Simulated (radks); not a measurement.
Species: I5+. Configuration: [Kr] 4d10 5s2 (the NIST ground configuration). All-electron calculation, scalar-relativistic Kohn-Sham, LDA (Slater exchange, VWN5 correlation), spin-polarised, spherical densities, finite nucleus; Fermi nuclear charge, rms radius 4.75 fm. Program: a radial shooting solver on a logarithmic mesh with Libxc functionals.

Unscreened Slater integrals over Kohn-Sham orbitals (cm^-1). They are taken over the spin-up orbitals.

F0(5s,5s): 113490
F0(5s,4d): 136890
G2(5s,4d): 18086
F0(5s,4p): 139820
G1(5s,4p): 11072
F0(5s,4s): 141040
G0(5s,4s): 7672.3
F0(4d,4d): 217820
F2(4d,4d): 110430
F4(4d,4d): 73360
F0(4d,4p): 232110
F2(4d,4p): 118100
G1(4d,4p): 150370
G3(4d,4p): 93235
F0(4d,4s): 238500
G2(4d,4s): 114810
F0(4p,4p): 249720
F2(4p,4p): 130970
F0(4p,4s): 257730
G1(4p,4s): 175250
F0(4s,4s): 266690
